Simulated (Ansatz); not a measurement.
```yaml
crystal:
  periodic: [false, false, false]
  atoms:
    - {symbol: N, position_ang: [0.104165, -1.795287, 1.297416]}
    - {symbol: P, position_ang: [1.623797, -1.072437, 1.017753]}
    - {symbol: Ga, position_ang: [1.130190, 0.763132, -0.302476]}
    - {symbol: O, position_ang: [2.249999, 2.112692, -0.633336]}
    - {symbol: O, position_ang: [-0.439542, 0.888180, -1.152207]}
    - {symbol: Al, position_ang: [-2.037751, 0.371596, -1.125005]}
    - {symbol: H, position_ang: [0.019321, -2.722769, 0.914923]}
    - {symbol: H, position_ang: [-0.757205, -1.277043, 1.210689]}
    - {symbol: H, position_ang: [1.766893, -0.285954, 2.194700]}
    - {symbol: H, position_ang: [1.872151, 2.758231, -1.236243]}
    - {symbol: H, position_ang: [-2.548297, -0.403525, 0.169987]}
    - {symbol: H, position_ang: [-2.983720, 0.663195, -2.356213]}
basis:
  gaussian: {orbitals: cc-pVDZ, point_charges: [{charge: 0.50, position_ang: [6.923, -0.310, -0.094]}]}
hamiltonian: {xc: {name: CAM-B3LYP}}
output: {forces: true}
```

```sh
$ ansatz run in.yaml --threads 2 --pin off --events-out ev --progress --plain --max-ram 32768MiB --backend cpu
```

Shortened log:

```
Functional definition: CAM-B3LYP
1345 factors; integrals over basis functions are off by at most 1.3e-3 eV
434 factors; integrals over basis functions are off by at most 1.3e-5 eV
mean field evaluation 1: about -73935.7089 eV, gradient 8.5e1 eV
mean field evaluation 2: about -73914.1045 eV, gradient 1.3e2 eV
mean field evaluation 4: about -73948.7327 eV, gradient 8.3e0 eV
mean field evaluation 8: about -73949.0066 eV, gradient 4.8e-1 eV
mean field evaluation 16: about -73949.0076 eV, gradient 1.5e-4 eV
mean field -73949.00759667 eV, -2717.5759047400 hartree, gradient 4.5e-5 eV, S^2 0.000000; 0 other end points of the search recorded, 0 dependent functions left out
reference -73949.00774986 eV, -2717.5759103695 hartree; 44, 44 occupied and 91, 91 virtual orbitals, 1345 factors
Total energy: -73949.00774986 eV, -2717.5759103695 hartree
Atom 0 at     0.104165    -1.795287     1.297416 Å, force    -0.104752    -0.119918     0.232433 eV/Å
Atom 1 at     1.623797    -1.072437     1.017753 Å, force     0.494439     0.111212    -0.152994 eV/Å
Atom 2 at     1.130190     0.763132    -0.302476 Å, force    -0.087296    -0.081721     0.036093 eV/Å
Atom 3 at     2.249999     2.112692    -0.633336 Å, force     0.351676    -0.177618     0.204200 eV/Å
Atom 4 at    -0.439542     0.888180    -1.152207 Å, force     0.883690     0.318048    -0.083129 eV/Å
Atom 5 at    -2.037751     0.371596    -1.125005 Å, force    -1.118714    -0.331122    -0.001554 eV/Å
Atom 6 at     0.019321    -2.722769     0.914923 Å, force    -0.068851    -0.317946    -0.168020 eV/Å
Atom 7 at    -0.757205    -1.277043     1.210689 Å, force    -0.286278     0.165582     0.000500 eV/Å
Atom 8 at     1.766893    -0.285954     2.194700 Å, force     0.046745     0.124806     0.163973 eV/Å
Atom 9 at     1.872151     2.758231    -1.236243 Å, force    -0.138124     0.279899    -0.223925 eV/Å
Atom 10 at    -2.548297    -0.403525     0.169987 Å, force     0.030553     0.006761    -0.001364 eV/Å
Atom 11 at    -2.983720     0.663195    -2.356213 Å, force     0.028702     0.008140    -0.007328 eV/Å
Dipole moment:    -0.490608    -0.119888    -0.052565 e Å
```

Hardware: 2 threads of an AMD EPYC 7R13 on a shared host. Wall time 6.5 s, peak host memory 0.52 GiB.
